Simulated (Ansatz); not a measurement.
Reaction (redistribution): `C[SiH2]C(O)(F)F` + `[CH3][Al]([OH])[SiH3]` → `C[SiH2][Al]([CH3])[OH]` + `OC(F)(F)[SiH3]`

Calculated with Ansatz (gas phase, PBE0-D4/def2-TZVP geometries, no zero-point term in ΔE). CCSD(T)/CBS adds triple-zeta CCSD(T) − MP2 to the extrapolated MP2 energy (def2 sets, frozen cores). DFT in def2-TZVPP. B3LYP here is the variant with VWN-RPA as its local correlation; programs differ in this. Each species was taken in one conformer, which may not be the lowest.

`C[SiH2]C(O)(F)F`:

Cartesian coordinates in Å:
```
C -1.027 -0.239 -1.430
Si -0.600 0.752 0.086
C 0.998 0.014 0.875
O 0.819 -1.283 1.221
F 1.396 0.736 1.970
F 2.056 0.116 0.003
H -1.926 0.154 -1.911
H -1.208 -1.283 -1.164
H -0.209 -0.205 -2.152
H -0.281 2.166 -0.229
H -1.658 0.690 1.124
H 1.640 -1.619 1.608
```

`[CH3][Al]([OH])[SiH3]`:

Z-matrix (Å, degrees):
```
C
Al 1 1.943
H 1 1.093 2 111.6
H 1 1.095 2 111.2 3 -120.8
H 1 1.095 2 111.1 3 120.7
O 2 1.702 1 117.0 3 -0.8
Si 2 2.461 1 124.3 3 179.3
H 6 0.956 2 122.9 1 180.0
H 7 1.493 2 111.5 1 61.2
H 7 1.493 2 111.6 1 -57.9
H 7 1.492 2 112.7 1 -178.4
```

`C[SiH2][Al]([CH3])[OH]`:

Cartesian coordinates in Å:
```
C -1.709 1.073 -1.201
Si -1.204 0.747 0.587
Al 0.906 -0.503 0.815
C 1.875 -1.320 -0.663
O 1.591 -0.692 2.363
H -0.951 1.666 -1.717
H -1.829 0.134 -1.747
H -2.655 1.616 -1.247
H -2.307 0.000 1.268
H -1.111 2.054 1.309
H 1.250 -2.048 -1.191
H 2.778 -1.832 -0.323
H 2.169 -0.569 -1.405
H 1.198 -0.326 3.153
```

`OC(F)(F)[SiH3]`:

Cartesian coordinates in Å:
```
O 0.936 0.153 1.331
C 0.610 -0.315 0.106
F 0.578 -1.685 0.122
F 1.601 -0.011 -0.790
Si -1.082 0.397 -0.484
H 1.788 -0.223 1.594
H -1.349 -0.172 -1.825
H -0.963 1.872 -0.544
H -2.119 -0.017 0.489
```

Q: Is it downhill or uphill in electronic energy at CCSD(T)/CBS, and by how much? (An estimate is asked.)

A: The calculation gave: Uphill: ΔE = +3.6 kcal/mol.

Q: What do these levels give: PBE-D4, PBE0-D4, ωB97M-V, PBE, r2SCAN, PBE0, B3LYP, MP2/def2-TZVPP, CCSD/def2-TZVPP, CCSD(T)/def2-TZVPP, HF/def2-QZVPP, SCS-MP2/def2-QZVPP? (Best estimate.)

A: The calculation gave: PBE-D4 3.6, PBE0-D4 3.7, ωB97M-V 3.9, PBE 3.5, r2SCAN 3.9, PBE0 3.6, B3LYP 3.5, MP2/def2-TZVPP 3.5, CCSD/def2-TZVPP 3.7, CCSD(T)/def2-TZVPP 3.6, HF/def2-QZVPP 3.5, SCS-MP2/def2-QZVPP 3.3 kcal/mol.

Largest T1 diagnostic among the species: 0.013.
